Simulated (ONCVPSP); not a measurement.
What one change does to a pseudopotential (tantalum (Ta), ONCV)

- Element: tantalum
- Generator: ONCVPSP 4.0.1
- Type: optimised norm-conserving Vanderbilt (ONCV)
- Functional: PBE
- Relativity: scalar-relativistic
- Frozen core: [Kr] 4d10 4f14
- Valence charge: 13
- Reference configuration: 5s2 5p6 5d3.5 6s1.5
- Partial waves: 5s+6s: rc 1.45 bohr, ncon 4, nbas 8, qcut 6.6 1/bohr, 3 projectors, debl 3 Ha; 5p: rc 1.95 bohr, ncon 3, nbas 8, qcut 6.8 1/bohr, 3 projectors, debl 3.1 Ha; 5d: rc 2.60 bohr, ncon 4, nbas 8, qcut 7.3 1/bohr, 2 projectors, debl 0.3 Ha
- Local potential: polynomial inside 1.30 bohr (lpopt 5, dvloc0 -1 Ha)
- Core correction: Teter function, fcfact 3.5, rcfact 1.7

Change: core correction none.

Cutoffs: the cutoffs (Ha) at which the residual kinetic energy of the hardest occupied pseudo-wave falls to 1 and 0.1 mHa per electron; they do not see the model core or the augmentation charge, which bear on the density cutoff. Errors are all-electron minus pseudo energies relative to the spin-unpolarised reference configuration.

Question: What does the change do?

Answer: The potential gets neither clearly harder nor softer (21 Ha and 71 Ha → 21 Ha and 71 Ha); of the 4 tests that both files solve, the error grows in 1 and shrinks in 3 by more than 15 % and 0.3 meV (median size 2.6 → 1.4 meV); neither file shows a bound ghost.

```csv
quantity,base,changed
"cutoff, loose",21 Ha,21 Ha
"cutoff, tight",71 Ha,71 Ha
bound ghosts,none,none
GHOST(+) flags under 300 eV,none,none
"error for 5s2 5p6 5d3 6s2, meV [ΔE -0.99 eV]",-0.9,+1.8
"error for 5s2 5p6 5d3 6s1, meV [ΔE 7.48 eV]",-3.0,-0.2
"error for 5s2 5p6 5d3 6s0, meV [ΔE 22.45 eV]",-22,+7.0
"error for 5s2 5p6 5d3 6s1 6p1, meV [ΔE 3.19 eV]",-2.2,+1.1
s: phases at 1.47 bohr within 0.05 rad from the reference energy up to (Ha; the scan ends near 5),to the end of the scan,to the end of the scan
p: phases at 1.98 bohr within 0.05 rad from the reference energy up to (Ha; the scan ends near 5),to the end of the scan,to the end of the scan
d: phases at 2.64 bohr within 0.05 rad from the reference energy up to (Ha; the scan ends near 5),to the end of the scan,to the end of the scan
```
